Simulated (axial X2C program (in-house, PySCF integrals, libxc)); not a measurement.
## Which molecule has these constants?

Computed with an in-house relativistic program for diatomic molecules, spin-free (one-electron X2C) or two-component (2c: spin–orbit coupling with atomic mean-field Coulomb and Gaunt terms, which also bring small scalar terms), in Dyall basis sets with cores contracted in-house; open shells are unrestricted.

A two-component PBE0 calculation in a Dyall 3-zeta basis gave Re = 2.238 Å, ωe = 481.2 cm⁻¹, De = 1.99 eV, Ω = 3/2.

Question: Which molecule is it?
A. BeS⁺
B. BaS⁺
C. MgS⁺

Answer: C. The others have BeS⁺ 1.835 Å and 877.3 cm⁻¹ (Ω = 3/2); BaS⁺ 2.710 Å and 309.1 cm⁻¹ (Ω = 3/2).

Each entry is the lowest single determinant of a limited PBE0 search at one distance. De goes to single-determinant-based atoms at the same level (for ions the charge split of lowest energy) and is withheld (n/a) where an atom does not fit its ground term or J level. Main or longest-lived isotopes. One determinant is a doubtful description, or other states lie close, for BaS⁺; these need not be ground states, and all values refer to the states named. Some light 2c atoms are not at their ground J level, so De misses part of their lowering (0.04 eV or less). The functionals have no current term, which raises determinants with orbital currents.
